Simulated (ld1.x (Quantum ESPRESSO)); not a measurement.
## What the settings do to the PAW potential of chromium

Base potential:

* Element: chromium (Cr)
* Generator: ld1.x (Quantum ESPRESSO) 7.5
* Type: PAW
* Functional: LDA (PZ)
* Relativity: scalar-relativistic
* Frozen core: [Ar]
* Valence charge: 6
* Reference configuration: 3d5 4s0 4p1
* Partial waves: 4s (bound, empty): rcut 2.10, rcutus 2.35 bohr; 4s channel at 0.1 Ry: rcut 2.10, rcutus 2.35 bohr; 4p (bound): rcut 3.20, rcutus 4.00 bohr; 4p channel at 1.65 Ry: rcut 3.20, rcutus 4.00 bohr; 3d (bound): rcut 1.00, rcutus 1.40 bohr; 3d channel at 3.05 Ry: rcut 1.00, rcutus 1.40 bohr
* Local potential: all-electron potential smoothed inside 1.30 bohr (lloc = -1)
* Core correction: a·sin(br)/r model core inside 1.20 bohr
* Augmentation charge: BESSEL, radius 1.15 bohr

Cutoffs, loose and tight: the cutoffs (Ry, on a coarse ladder) from which the occupation-weighted sum of valence levels, in a spherical-Bessel basis at the reference potential, stays within 10 and 1 mRy of its value at 400 Ry. They do not see the model core or the augmentation charge, which bear on the density cutoff. Test errors are all-electron minus pseudo excitation energies from the reference, over the configurations 3d5 4s1 4p0; 3d5 4s0 4p0; 3d4 4s0 4p0; 3d5 4s0.5 4p0; 3d4 4s1 4p0; 3d4 4s1 4p1; 3d3 4s0 4p0 (two spin-polarised tests are not counted in the largest error). A dash means not determined; rows that change the core or the reference have their own tests. The largest error is taken over the tests solved by every variant that gives reliable tests at all: 3d3 4s0 4p0; 3d4 4s0 4p0; 3d4 4s1 4p0; 3d5 4s0 4p0; 3d5 4s0.5 4p0; 3d5 4s1 4p0.

A true bound ghost makes a file unfit for plane-wave use even where its test errors are small: the radial tests pick states by their node count and pass the ghost by. Where a test does run into it, the solver fails or the error is huge.

Cutoffs are not given where the Bessel-basis levels miss the radial ones by over 6 mRy, ghosts where they miss by over 20 mRy; a channel whose overlap is not positive is not tested.

A file whose overlap is not positive is unfit for use, and its test errors describe a broken file.

```csv
change,outcome,"cutoff, loose","cutoff, tight",bound ghosts,largest test error (meV)
base,generated,50 Ry,90 Ry,s,-937
"wave 3d channel at 3.05 Ry: rcut 1.00, rcutus 1.40 bohr becomes 3d channel at -0.02 Ry: rcut 1.00, rcutus 1.40 bohr",generated,50 Ry,90 Ry,s,-973
functional PBEsol,generated,50 Ry,90 Ry,s,-954
local potential all-electron potential smoothed inside 3.96 bohr (lloc = -1),"generated, overlap not positive",–,–,not determined (overlap not positive),test run stopped at test 1 of 9 (negative rho)
"waves 4p (bound): rcut 2.40, rcutus 2.54 bohr; 4p channel at 1.65 Ry: rcut 2.40, rcutus 2.54 bohr",generated,50 Ry,90 Ry,s,-945
"core [Ne] 3s2, valence charge 12; reference 3p6 3d6 4s0 4p0; waves now 4s (bound): rcut 2.20, rcutus 2.55 bohr; 4s channel at 0.1 Ry: rcut 2.20, rcutus 2.55 bohr; 3p (bound): rcut 1.50, rcutus 1.75 bohr; 4p (bound): rcut 1.50, rcutus 1.75 bohr; 3d (bound): rcut 1.35, rcutus 1.80 bohr; 3d channel at 3.05 Ry: rcut 1.35, rcutus 1.80 bohr; local potential all-electron potential smoothed inside 1.35 bohr (lloc = -1); core correction Bessel-smoothed model core inside 0.95 bohr; augmentation BESSEL, radius 1.30 bohr","generated, overlap not positive",–,–,"s (p not tested, overlap not positive)",test run stopped at test 1 of 9 (negative rho)
local potential all-electron potential smoothed inside 2.65 bohr (lloc = -1),generated,50 Ry,90 Ry,none,test run stopped at test 1 of 9 (negative rho)
```

Question: What comes out with this change to the base: all radii but the core radius scaled by about 1.26 (s 2.96, p 5.02, d 1.76 bohr, rcut 2.64/4.02/1.26); local potential all-electron potential smoothed inside 1.64 bohr (lloc = -1); augmentation BESSEL, radius 1.44 bohr?

Answer: outcome: generated; cutoff, loose: 35 Ry; cutoff, tight: 50 Ry; bound ghosts: s; largest test error (meV): -942.
